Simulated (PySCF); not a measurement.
# One molecule, several mistakes: AlH3N2Si

Calculated results; nothing here was measured. They come from PySCF 2.14.0, an open-source quantum chemistry program, on an isolated molecule that a program drew, which may never have been made. The molecule is AlH3N2Si (charge 0, singlet), drawn as the SMILES string `N=[SiH][NH][Al]`.

Each row is a Hartree-Fock (HF) and frozen-core CCSD(T) single point in the cc-pV(D+d)Z basis, meant for a local HF minimum. Run 1 is clean. Each other run has one planted mistake out of seven kinds, and not every kind appears here: one electron removed, one electron added, multiplicity raised by two, geometry at a saddle point, minimal basis STO-3G, one bond length entered in bohr, all coordinates scaled. The reference is restricted for singlets and unrestricted otherwise, and also for a bond in bohr. Adding or removing an electron swaps singlet and doublet. Electrons count all cores. HOMO and LUMO are orbital energies over both spins, the gradient is its largest component, and the lowest frequency (negative if imaginary) is given only where the gradient is small. Bond lengths are over the 6 bonds as drawn. T1 is the CCSD diagnostic: over 0.02 (restricted) or 0.045 (unrestricted) a single reference is doubtful.

Geometry of the clean run:
```xyz
7
AlH3N2Si, angstrom
N    -2.0094    0.2940   -2.0087
Si   -1.0563   -0.5836   -2.8823
N     0.5665   -1.0312   -2.6597
Al    1.7328   -0.6240   -1.2971
H    -1.8519    0.7682   -1.1430
H    -1.5770   -1.1590   -4.1278
H     0.9212   -1.6132   -3.4072
```

```
run  electrons  basis functions  <S^2>  HOMO (eV)  LUMO (eV)  gradient (hartree/bohr)  lowest frequency (cm^-1)  mean bond (Å)  longest bond (Å)      T1  HF (hartree)  CCSD(T) (hartree)                     mistake
  1         44               89  0.000      -8.66       1.00                  3.7e-05                       109         1.4297             1.839  0.0184    -641.52335         -642.04919                    no fault
  2         44               89  0.000      -8.90       0.83                  5.6e-02                         -         1.5570             2.003  0.0237    -641.47114         -642.01998      all coordinates scaled
  3         43               89  0.757     -13.68      -7.19                  4.8e-02                         -         1.4297             1.839  0.0432    -641.23334         -641.73300        one electron removed
  4         44               89  2.003      -6.67      -0.37                  8.9e-03                         -         1.4297             1.839  0.0215    -641.45705         -641.95470  multiplicity raised by two
  5         44               31  0.000      -4.83       8.87                  3.5e-02                         -         1.4297             1.839  0.0222    -633.75839         -633.98431                           ?
```

**Which mistake was planted in run 5, and what did it cost?**

It has 31 basis functions where the clean run has 89, with the same electrons and geometry. So the mistake is: minimal basis STO-3G. Subtracting run 1 and multiplying by 627.51 kcal/mol a hartree, the energy moved by 4872.6 kcal/mol in HF and 5060.8 kcal/mol in CCSD(T).

Cautions from the logs. Run 2: T1 is over the limit, so its CCSD(T) energy is less reliable; run 5: T1 is over the limit, so its CCSD(T) energy is less reliable.
